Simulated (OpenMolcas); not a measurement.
Levels of Ru VI by method

```
Program             : OpenMolcas
Basis               : ANO-R2 [7s5p4d2f1g]
Scalar Hamiltonian  : X2C, finite nucleus
Active space        : 3 electrons in 5 orbitals (4d)
State averaging     : 2S+1 = 4 even, 10 roots; 2S+1 = 2 even, 40 roots
Spin-orbit coupling : RASSI with atomic mean-field integrals over the reference wave functions, term energies averaged over their components
```

Methods on the same reference wave functions:
A. CASSCF
B. SS-CASPT2, IPEA 0.25 Eh, imaginary shift 0.1 Eh (closed shells correlated: 4s 4p)
C. MS-CASPT2, IPEA 0.25 Eh, imaginary shift 0.1 Eh (closed shells correlated: 4s 4p)

Energies in cm⁻¹ above 4d³ ⁴F_3/2.

```tsv
Level	A	B	C
4d³ ⁴F_3/2	0.0	0.0	0.0
4d³ ⁴F_5/2	1382	1425	1426
4d³ ⁴F_7/2	3096	3150	3150
4d³ ⁴F_9/2	5003	5000	5000
4d³ ⁴P_3/2	16513	13520	13370
4d³ ⁴P_1/2	16536	13580	13510
4d³ ²G_7/2	18388	15730	15730
4d³ ⁴P_5/2	18688	15710	15710
4d³ ²G_9/2 [73 %]	19390	16740	16800
4d³ ²P_1/2	23915	20920	19960
4d³ ²H_9/2	24792	21970	22190
4d³ ²H_11/2	25108	22230	22510
4d³ ²D_5/2(1)	27468	23340	23340
4d³ ²F_7/2	39042	33180	33180
4d³ ²F_5/2	39567	33660	33660
4d³ ²D_5/2(2)	60414	52330	52330
4d³ ²D_3/2(2)	61019	52900	52910
```

Between B and C the level of the table that moves most is 4d³ ²P_1/2, by 960 cm-1 (lowest in C, highest in B). Moves below CASPT2's spread within the term are not significant.

From A to B the spin-free energies of the other terms of 4d³ shown, above ⁴F, scale by factors of 0.80 to 0.86, as is usual when dynamic correlation screens the repulsion within a d or f shell.

The lowest spin-free term lies below A's lowest term by 0.295 hartree in B, 0.295 hartree in C.

Term energies are means over components that CASPT2 splits; among the terms shown or strongly mixed into the levels shown the widest spread is 700 cm-1 (4d³ ⁴F, C). Without dynamic correlation excited terms often stand tens of per cent too high (terms of higher spin than the ground term too low), and those without a measured partner can miss by more than the paired ones (holds for A). The CASPT2 spread within a term exceeds the gap to the next term for 4d³ ²P and 4d³ ²H, so the order of their levels is uncertain (holds for B). Only configurations of the active space appear. Levels that lie high or do not pair safely by name in every column are left out.

A share in square brackets marks a mixed level and gives the weight of the term that names it, the lowest over the columns. A number in round brackets counts repeated terms of one configuration in the order of the reference energies.
